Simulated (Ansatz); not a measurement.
# Errors in the atomisation enthalpy at 298 K

8 molecules with two or more fluorines; the atomisation enthalpy at 298 K in kJ/mol, computed less measured. Shapes, held fixed at every level: PBE0-D4/def2-TZVP. Flexible molecules stand in one conformer, not always the lowest. Thermal terms are harmonic and unscaled (PBE0-D4/def2-TZVP); the spin-orbit lowering of the free atoms is taken from their spectra. Programs: Ansatz 0.2.0. Measured values: NIST-JANAF tables.

Levels: A = HF/3-21G; B = SPW92/def2-TZVPP; C = wB97X-V/def2-TZVPP; D = MP2/def2-TZVPP.

```json
{"molecule": "BBrF2 (SMILES FB(F)Br)", "from tabulated heats": "1661", "A": "-523", "B": "+297", "C": "-8", "D": "+54"}
{"molecule": "BHF2 (SMILES FBF)", "from tabulated heats": "1681", "A": "-446", "B": "+255", "C": "-6", "D": "+34"}
{"molecule": "SOF2 (thionyl fluoride)", "from tabulated heats": "1229", "A": "-1252", "B": "+448", "C": "+42", "D": "+73"}
{"molecule": "S2F2 (Difluorodisulfane)", "from tabulated heats": "1049", "A": "-1081", "B": "+352", "C": "-11", "D": "-31"}
{"molecule": "NF3 (nitrogen trifluoride)", "from tabulated heats": "843", "A": "-893", "B": "+443", "C": "+31", "D": "+7"}
{"molecule": "B(OH)F2 (difluorohydroxyborane)", "from tabulated heats": "2280", "A": "-726", "B": "+394", "C": "-5", "D": "+59"}
{"molecule": "SF4 (sulfur tetrafluoride)", "from tabulated heats": "1358", "A": "-1289", "B": "+506", "C": "+10", "D": "+40"}
{"molecule": "C2F3N (cyanotrifluoromethane)", "from tabulated heats": "2640", "A": "-1261", "B": "+624", "C": "+9", "D": "+66"}
```

(1) Which level does best on this set, which worst, and which err to one side?

Results:

(1) 
```
             level                    kind  mean error  mean absolute error  worst case
          HF/3-21G            Hartree–Fock      -933.9                933.9         SF4
  SPW92/def2-TZVPP                     LDA      +414.9                414.9       C2F3N
wB97X-V/def2-TZVPP  range-separated hybrid        +7.8                 15.2        SOF2
    MP2/def2-TZVPP     perturbation theory       +37.8                 45.5        SOF2
```

On this set wB97X-V/def2-TZVPP has the smallest mean absolute error and HF/3-21G the largest. HF/3-21G is too low in 8 of 8; SPW92/def2-TZVPP is too high in 8 of 8; MP2/def2-TZVPP is too high in 7 of 8. The heats of NF3, C2F3N come from older tables and can be uncertain by 10 kJ/mol or more. The tabulated values of BBrF2, BHF2, SOF2, S2F2, B(OH)F2, SF4 are in doubt (older tables, estimates, or at odds with other calculations) and kept here. Where a negative error exceeds the measured value, the molecule comes out unbound. Hartree–Fock lacks correlation and underbinds. Rows in very small basis sets show the basis more than the method. Correlated wave functions converge slowly with the basis. Relativity is left out for Br. Outer-core shells of Br are correlated, in sets that cover them unevenly. The set is small.
